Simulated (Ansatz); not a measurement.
Q: Name a neutral molecule of C, F, N, Ti and H with HOMO energy (PBE0/def2-TZVPP) between -6.80 and -6.50 eV and HOMO–LUMO gap (PBE0/def2-TZVPP) between 4.95 and 5.25 eV (Ansatz, PBE0-D4/def2-TZVP geometry).

A: `CC(C)[NH][Ti]([F])([F])[NH]C(C)C` (-6.67 eV, 4.98 eV). Other molecules can fit too; these were computed, each in one conformer that needn't be the lowest.
